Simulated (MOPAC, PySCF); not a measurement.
C₃H₆O, SMILES `C=CCO` (C–C–C–O torsion 123°, C–C–O–H torsion -56°), neutral singlet in the gas phase. 

Cartesian coordinates (Å):
```xyz
10

C     -1.5051    -0.3032    -0.2422
C     -0.3811    -0.2724     0.4599
C      0.9767    -0.1287    -0.1420
O      1.6719     0.9921     0.3714
H     -1.4931    -0.2359    -1.3263
H     -2.4741    -0.4056     0.2325
H     -0.4114    -0.3331     1.5458
H      1.5969    -0.9941     0.1097
H      0.8974    -0.0865    -1.2369
H      1.1219     1.7673     0.2282
```
Charge 0, spin multiplicity 1.

All levels are single points at this geometry (PBE0-D4/def2-TZVP); Pople sets use spherical d functions. Orbital energies aren't observables, and empty levels follow the basis.

PM3 in MOPAC gives gap (eV) = 11.42.

### Question
Estimate the gap (eV) from each of these levels: B3LYP-D3(BJ)/def2-TZVP in PySCF; PBE0-D4/def2-TZVP in PySCF; B3LYP/3-21G in PySCF; B3LYP/6-311+G** in PySCF; B3LYP/6-31G* in PySCF; PBE/6-31G* in PySCF; SVWN5/6-31G* in PySCF; PM7 in MOPAC.

### Answer

```
level                            gap (eV)
-------------------------------  --------
B3LYP-D3(BJ)/def2-TZVP in PySCF      7.13
PBE0-D4/def2-TZVP in PySCF           7.62
B3LYP/3-21G in PySCF                 7.05
B3LYP/6-311+G** in PySCF             7.03
B3LYP/6-31G* in PySCF                7.31
PBE/6-31G* in PySCF                  5.14
SVWN5/6-31G* in PySCF                5.04
PM7 in MOPAC                        11.20
```
